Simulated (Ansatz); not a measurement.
Reaction (formal exchange of groups at a C–Si bond): `O=COC(F)[SiH3]` + BH₃ → `BC(F)OC=O` + SiH₄

Computed with Ansatz on PBE0-D4/def2-TZVP structures; ΔE is electronic, products minus reactants. CCSD(T)/CBS is the MP2 limit (def2-TZVPP, def2-QZVPP) plus CCSD(T) − MP2 in def2-TZVPP, frozen cores. This one scheme is used for every species. DFT in def2-TZVPP. B3LYP here is the variant with VWN-RPA as its local correlation; programs differ in this. One conformer a species, not always the lowest.

Is it downhill or uphill in electronic energy at CCSD(T)/CBS, and by how much? (An estimate is asked.)

The calculation gave: Downhill: ΔE = -4.7 kcal/mol.

What do these levels give: B3LYP-D4, ωB97X-V, B3LYP, HF/def2-TZVPP, HF/def2-QZVPP, CCSD/CBS(def2)? (Estimate.)

Computed: B3LYP-D4 -5.4, ωB97X-V -5.3, B3LYP -6.1, HF/def2-TZVPP -5.7, HF/def2-QZVPP -5.6, CCSD/CBS(def2) -4.9 kcal/mol.

Largest T1 diagnostic among the species: 0.015.

The D4 term adds +0.8 kcal/mol with B3LYP and +0.4 kcal/mol with PBE0; it sums over pairs of atoms, weighted by their polarisabilities, and B3LYP, whose exchange is more repulsive, gets the larger term.
